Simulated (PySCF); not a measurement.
# Distorted geometries of [Ho(H2O)]3+

[Ho(H2O)]3+ (singlet in the valence; each metal's 4f electrons, 10 of them, lie in its core potential, out of spins and levels). PySCF 2.14.0, RKS BP86, Ho lcecp-1-SVP with ECP56, O def2-SVP, H def2-SVP; non-relativistic Hamiltonian with scalar-relativistic core potentials where named; density fitting; no spin-orbit coupling. Relaxed geometry:

```xyz
4

Ho    0.0000    0.0000   -0.0690
O     0.0000    0.0000    2.0962
H     0.7912    0.0000    2.7365
H    -0.7912    0.0000    2.7365
```

Q: Order these distorted geometries by energy above the relaxed one, lowest first.
A.
```xyz
4

Ho    0.0655   -0.0786   -0.0597
O    -0.1130   -0.0242    2.2553
H     0.7108   -0.0215    2.7600
H    -0.6632    0.1243    2.5445
```
B.
```xyz
4

Ho    0.0277    0.0149    0.0097
O    -0.0105   -0.0256    2.0605
H     0.7649   -0.0311    2.7178
H    -0.7821    0.0417    2.7121
```
C.
```xyz
4

Ho   -0.1464   -0.0280   -0.1167
O     0.1625   -0.1106    2.0898
H     0.8470   -0.0079    2.8475
H    -0.8630    0.1464    2.6795
```

A: B (0.11 eV), C (0.68 eV), A (7.66 eV).

Q: Which forces (eV/Å) act in the one that lies 0.11 eV up?

A: 
```
Ho   0.01 -0.01 -1.90
O    0.15  0.15  1.61
H    0.27 -0.09  0.11
H   -0.43 -0.05  0.18
```
Forces carry noise of the integration grid, about 0.01 to 0.03 eV/Å.

An lcecp potential fixes the number of 4f electrons, so in runs with it no electron can move into or out of that shell.
